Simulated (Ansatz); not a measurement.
An input meant for the cluster Mo5 (charge 0, singlet; with a point charge).

```yaml
crystal:
  periodic: [false, false, false]
  atoms:
    - {symbol: Mo, position_ang: [-0.956911, -1.346808, -0.303773]}
    - {symbol: Mo, position_ang: [0.951619, 1.657409, 0.571264]}
    - {symbol: Mo, position_ang: [0.951619, 1.357409, 0.271264]}
    - {symbol: Mo, position_ang: [1.048124, -0.494398, -1.153630]}
    - {symbol: Mo, position_ang: [-1.275336, 0.969774, -0.327513]}
basis:
  gaussian: {orbitals: STO-3G, point_charges: [{charge: 0.50, position_ang: [4.259, -0.459, -0.483]}]}
hamiltonian: {xc: {name: B2GP-PLYP}}
scf: {omitted_lower_state_checks: [starts]}
output: {forces: true}
```

```sh
$ ansatz run in.yaml --threads 4 --pin off --events-out ev --progress --plain --max-ram 4787MiB
```

It prints (some lines left out):

```
Functional definition: B2GP-PLYP
1699 factors; integrals over basis functions are off by at most 3.8e-4 eV
mean field evaluation 1: about -530727.9641 eV, gradient 9.6e1 eV
mean field evaluation 2: about -530728.8394 eV, gradient 9.6e1 eV
mean field evaluation 4: about -530700.2500 eV, gradient 1.4e2 eV
mean field evaluation 8: about -530746.1718 eV, gradient 2.8e0 eV
mean field evaluation 16: about -530746.6245 eV, gradient 2.9e-3 eV
mean field -530746.62453824 eV, -19504.5786987974 hartree, gradient 3.0e-6 eV, S^2 0.000000; 0 other end points of the search recorded, 0 dependent functions left out; unrestricted orbitals would lower it
70 core orbitals not correlated: weight in the atoms' cores, before any rotation towards them, 0.991 or more for the frozen orbitals, at most 0.007 for the correlated occupied ones
reference -530746.62464928 eV, -19504.5787028780 hartree; 35, 35 occupied and 30, 30 virtual orbitals, 1699 factors
second order -40.11526457 eV of doubles, -0.00000000 eV of singles
Total energy: -530761.06614453 eV, -19505.1094180394 hartree
Atom 0 at    -0.956911    -1.346808    -0.303773 Å, force    12.759187    12.976154    -4.248975 eV/Å
Atom 1 at     0.951619     1.657409     0.571264 Å, force     6.785665 25014.491740 25022.383993 eV/Å
Atom 2 at     0.951619     1.357409     0.271264 Å, force   -19.888951 -25019.953257 -25027.445967 eV/Å
Atom 3 at     1.048124    -0.494398    -1.153630 Å, force   -15.421024    -1.173056     8.255589 eV/Å
Atom 4 at    -1.275336     0.969774    -0.327513 Å, force    15.789819    -6.480556     0.932430 eV/Å
Dipole moment:    -0.863201    -0.538399    -0.497458 e Å
Checks for a lower state left out: starts
```

In this input one atom was put on top of another. Self-consistency was reached. The result belongs to that input, not to the species as meant.

Correlated methods freeze 70 core orbitals; core or outer-core shells of Mo are correlated, in sets that lack core-valence functions. The restricted singlet is unstable: a solution with broken spin symmetry lies lower. This restricted singlet of an open-shell metal wasn't tested against broken symmetry or higher spin.
